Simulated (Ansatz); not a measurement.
`[SiH3][SiH]1C=N1` + `NC1O[SiH2]1` → `N[SiH]1C=N1` + `[SiH3]C1O[SiH2]1`  (redistribution)

Gas-phase electronic energies from Ansatz, PBE0-D4/def2-TZVP geometries. CBS: MP2 limit from def2 TZ/QZ plus the TZ coupled-cluster correction, frozen cores. DFT in def2-TZVPP. B3LYP here is the variant with VWN-RPA as its local correlation; programs differ in this. Each species was taken in one conformer, which may not be the lowest.

```tsv
level	ΔE (kJ/mol)
B2PLYP	-94.3
B3LYP	-87.8
CCSD/def2-SVP	-72.9
MP2/def2-TZVPP	-102.9
```

Question: What does CCSD(T)/CBS give? (An estimate is asked.)

Answer: Ansatz gave: -97.9 kJ/mol. The listed levels differ from it by 3.6, 10.1, 25.0, -5.0 kJ/mol.

Largest T1 diagnostic among the species: 0.017.

In def2-TZVPP, CCSD(T) changes the Hartree–Fock value by +23.3 kJ/mol (the triples alone add +5.5 kJ/mol) and MP2 by +13.8 kJ/mol. From r2SCAN to r2SCAN0 (25 % exact exchange), in def2-TZVPP and without D4, ΔE moves by −7.9 kJ/mol. At CCSD(T), def2-SVP lies +30.5 kJ/mol from the extrapolated value and def2-TZVPP +4.6 kJ/mol.
